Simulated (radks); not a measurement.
All-electron atom: Xe+ in [Kr] 4d10 5s2 5p5.

Calculated with a radial shooting solver on a logarithmic mesh with Libxc functionals: scalar-relativistic Kohn-Sham, Wu-Cohen GGA, spin-polarised, spherical densities, point nucleus; open shells are filled with parallel spins first (spin-orbit coupling, left out, can overturn this in heavy ions).

Energy parts (eV):
total: -202617.161
kinetic: 213076.952
electron-nucleus: -489925.743
Hartree: 79278.277
exchange-correlation: -5046.647

Orbitals (lengths in bohr, moments of r in powers of bohr; r(max) is where P^2 peaks; r(90%) holds 90 % of the orbital's charge):
orbital  occ.  eigenvalue (eV)      <r^4>   r(max)  r(90%)
1s up       1        -34379.41  2.435e-06  0.01716  0.0480
1s down     1        -34379.37  2.435e-06  0.01716  0.0480
2s up       1        -5358.962  0.0004123  0.09698   0.177
2s down     1        -5358.943  0.0004123  0.09698   0.177
2p up       3        -4810.382  0.0002986  0.07780   0.163
2p down     3        -4810.349  0.0002986  0.07780   0.163
3s up       1        -1103.992    0.01750   0.2790   0.450
3s down     1        -1103.956    0.01750   0.2790   0.450
3p up       3        -926.8037    0.01835   0.2729   0.457
3p down     3        -926.7639    0.01835   0.2729   0.457
3d up       5        -663.7657    0.01585   0.2259   0.441
3d down     5        -663.7278    0.01584   0.2259   0.441
4s up       1        -207.3688     0.4941   0.6609    1.03
4s down     1        -207.2843     0.4937   0.6609    1.03
4p up       3        -151.2345     0.6737   0.6932    1.12
4p down     3        -151.1449     0.6723   0.6932    1.12
4d up       5         -69.4186      1.367   0.7481    1.33
4d down     5         -69.2881      1.355   0.7480    1.33
5s up       1         -29.4485      21.08    1.613    2.64
5s down     1         -28.7965      21.11    1.608    2.64
5p up       3         -17.3509      45.91    1.872    3.21
5p down     2         -16.6779      47.16    1.870    3.23

The highest occupied level is 5p down at -16.678 eV. The density falls to 0.001 e/bohr^3 at r = 4.10 bohr. For comparison, the ionisation energy in NIST's Atomic Spectra Database is 20.975 eV (semi-empirical). In exact Kohn-Sham theory the highest level is minus the ionisation energy, but local and semilocal functionals leave it too shallow, through self-interaction and a potential that decays too fast; potentials with the right tail come closer. Summed over all electrons, <r^2> = 50.62 bohr^2, which gives a Langevin (diamagnetic) susceptibility term of -40.1 x 10^-6 cm^3/mol.
